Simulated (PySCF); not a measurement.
## Spin-Hamiltonian simulation

Molecule: 2-Fluoropyrimidine (SMILES c1ccnc(F)n1).

Molfile (atoms numbered from 1):
```
C4H3FN2
     RDKit          3D

 10 10  0  0  0  0  0  0  0  0999 V2000
    2.7915   -0.0423   -0.1655 F   0  0  0  0  0  0  0  0  0  0  0  0
    1.4689   -0.0221   -0.0886 C   0  0  0  0  0  0  0  0  0  0  0  0
    0.8739   -1.1944   -0.0883 N   0  0  0  0  0  0  0  0  0  0  0  0
   -0.4472   -1.1715   -0.0107 C   0  0  0  0  0  0  0  0  0  0  0  0
   -1.1585    0.0182    0.0654 C   0  0  0  0  0  0  0  0  0  0  0  0
   -0.4072    1.1855    0.0560 C   0  0  0  0  0  0  0  0  0  0  0  0
    0.9138    1.1679   -0.0224 N   0  0  0  0  0  0  0  0  0  0  0  0
   -0.9331   -2.1379   -0.0099 H   0  0  0  0  0  0  0  0  0  0  0  0
   -2.2333    0.0348    0.1293 H   0  0  0  0  0  0  0  0  0  0  0  0
   -0.8599    2.1664    0.1122 H   0  0  0  0  0  0  0  0  0  0  0  0
  1  2  1  0
  2  3  2  0
  3  4  1  0
  4  5  2  0
  5  6  1  0
  6  7  2  0
  7  2  1  0
  4  8  1  0
  5  9  1  0
  6 10  1  0
M  END
```

Method: B3LYP/pcJ-1 coupling constants (spin–dipole term only in couplings to heteroatoms), shielding tensors at PBE0/pcSseg-1 (GIAO), structure optimised with GFN2-xTB, in PySCF 2.14.0 with density-fitted response routines (single conformer, no solvent model, one averaged value for each set of equivalent atoms, non-relativistic).

References, each an isolated molecule treated in the same way: 1H vs TMS.

The 4-spin Hamiltonian (Zeeman plus full scalar coupling among like nuclei) was diagonalised exactly; lines are Lorentzian, 0.4 Hz wide, and the maxima above 3 % are listed with the tallest set to 100.

Peak list at 400 MHz for the spins F1/H8/H9/H10:
δ in ppm (height): 8.958 (98), 8.955 (98), 8.945 (100), 8.942 (100), 7.207 (24), 7.199 (25), 7.194 (48), 7.186 (48), 7.181 (24), 7.173 (24)

Extract the chemical shifts and coupling constants behind this pattern (give the signs of the calculation).

Results:


Shifts (ppm): F1 -44.0, H8/H10 8.95, H9 7.19.
Couplings (Hz): F1–H8, F1–H10: 1.0; F1–H9: 3.3; H8–H9, H9–H10: 5.2; H8–H10: 2.7.
These are the parameters used. A line list fixes at most the relative signs, and those only where coupling is strong; other parameter sets or atom labellings may fit too, and couplings well below the line width leave little trace.

Unscaled 3J(H,H) at this level run about 10 % above measured values.
